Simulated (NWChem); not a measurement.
## Polarisability of boron oxyfluoride (BFO)

SMILES: O=BF
```xyz
3

F      0.0000     0.0000    -1.1962
B      0.0000     0.0000     0.0865
O      0.0000     0.0000     1.2917
```
Charge 0, spin multiplicity 1.

The numbers come from NWChem runs, not from measurements. Structure: optimised with PBE0/def2-SVP, a minimum by its harmonic frequencies.

Basis set: def2-SVPD. The field's frequency is 0.0773 Ha (589 nm).

The correlated methods keep 3 core orbitals frozen. B3LYP has NWChem's definition, with VWN1-RPA local correlation. No row is a measurement; the coupled-cluster row has its own basis-set and correlation limits.

### Question
For the isotropic polarisability, PBE gives 17.80 bohr³ and B3LYP gives 16.99 bohr³. What do LDA (SVWN5), HF, CCSD linear response give?

### Answer
LDA (SVWN5): 17.66 bohr³; HF: 14.81 bohr³; CCSD linear response: 17.19 bohr³.
